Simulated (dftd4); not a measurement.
C$_{4}$H$_{5}$, doublet, at a GFN2-xTB geometry; D4 for pbe run with dftd4.

Input for dftd4:
```
$ dftd4 mol.xyz --func pbe --charge 0 --json dftd4.json --noedisp

# file mol.xyz
9

C     -0.00487805    -0.07714410     0.26394931
C      0.19855614    -0.71836459    -0.91636831
C     -0.06383047     0.73604089    -0.99191477
C     -0.10307189    -0.06938417     1.60220965
H      0.40079764    -1.59828163    -1.47223199
H      0.74883323     1.41662743    -1.23105220
H     -1.02322444     1.09027825    -1.35918325
H      0.02216024    -0.97349051     2.17299880
H     -0.30922107     0.83797828     2.14221335
```

Output, abridged:

```
                    ____  _____ _____     ____  _  _
      -------------|  _ \|  ___|_   _|---|  _ \| || |------------
     |             | | | | |_    | | ___ | | | | || |_           |
     |             | |_| |  _|   | ||___|| |_| |__   _|          |
     |             |____/|_|     |_|     |____/   |_|            |
     |             ===================================           |
     |            E. Caldeweyher, S. Ehlert & S. Grimme          |
     |          Mulliken Center for Theoretical Chemistry        |
     |                    University of Bonn                     |
      -----------------------------------------------------------

Rational (Becke-Johnson) damping: pbe-D4-ATM
---------------------
  s6         1.0000
  s8         0.9595
  s9         1.0000
  a1         0.3857
  a2         4.8069
 alp        16.0000
--------------------

Dispersion energy:      -5.1760198114646E-03 Eh

[Info] JSON dump of results written to 'dftd4.json'
```
